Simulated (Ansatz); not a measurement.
A nudged elastic band was laid between two geometries of ClGeH3 + H3P (9 atoms, charge 0, multiplicity 1).

Computed with RKS PBE0-D4/def2-SVP (Ansatz 0.2.0).

- movable images: 9
- climbing image: yes
- spring: 5.0 eV/Å²
- optimiser: quadratic models (default)
- start path: through a guess of the saddle point
- force threshold: 0.05 eV/Å
- iteration limit: 29
- end points: relaxed

First end point:

```xyz
9
Properties=species:S:1:pos:R:3
Ge -0.256 0.358 -0.184
H -0.410 0.305 1.341
H 1.192 0.100 -0.620
H -0.792 1.676 -0.760
Cl -1.476 -1.231 -1.013
P 1.407 -3.189 1.410
H 0.245 -2.971 0.607
H 2.250 -2.440 0.530
H 1.142 -2.058 2.243
```

Last end point:

```xyz
9
Properties=species:S:1:pos:R:3
Ge 0.058 -0.675 -0.338
H 0.677 0.841 2.680
H 1.169 0.381 -0.450
H -1.196 -0.103 0.341
Cl -0.519 -1.189 -2.370
P 0.824 -2.535 0.808
H -0.269 -3.345 0.370
H 1.672 -2.941 -0.267
H 0.888 0.116 2.781
```

Task: Which bonds break or form, and what moves?

Result: Bonds broken: Ge1–H2, P6–H9. Bonds formed: Ge1–P6, H2–H9. ClGeH3 + H3P becomes ClGeH4P + H2.

Task: Give the energies along the band, and the barrier.

Result: The run converged. The highest image is number 4 of 0 to 10, 2.74 eV above the first end and 2.75 eV above the last; the last end lies 0.01 eV below the first. Neighbouring images differ by up to 2.2 eV, so the band resolves the path poorly. A vibrational analysis at the climbing image gives one clearly imaginary mode, 1396i cm⁻¹: a first-order saddle point. The orbitals stay closed-shell, which can raise the energy where a bond breaks towards radicals; this wasn't checked here.

```csv
image,path coordinate (Å),energy (eV),Ge1–H2 (Å),P6–H9 (Å),Ge1–P6 (Å)
0,0.00,0.00,1.53,1.43,4.23
1,1.33,0.01,1.53,1.43,4.39
2,2.66,0.03,1.53,1.43,4.46
3,3.99,0.57,1.54,1.43,3.65
4,5.32,2.74,1.75,1.68,2.76
5,5.73,1.79,1.96,1.92,2.56
6,6.15,0.73,2.23,2.13,2.39
7,6.56,0.25,2.52,2.38,2.34
8,6.97,0.06,2.81,2.67,2.32
9,7.38,0.00,3.12,2.98,2.32
10,7.79,-0.01,3.43,3.31,2.32
```

Task: What is the geometry of the highest image?

Result: 
```xyz
9
Properties=species:S:1:pos:R:3
Ge 0.120 -0.212 0.022
H 0.658 0.348 1.593
H 1.276 0.559 -0.618
H -1.297 0.242 0.375
Cl -0.405 -1.517 -1.752
P 0.917 -2.494 1.361
H -0.359 -2.893 0.879
H 1.599 -2.653 0.123
H 0.795 -0.831 1.572
```

The band took 29 iterations and about 40 core-minutes.

The run took 20 min on 2 threads of Intel(R) Xeon(R) Platinum 8175M CPU @ 2.50GHz (Skylake/Cascade Lake), on a shared host, peak memory 0.27 GiB.
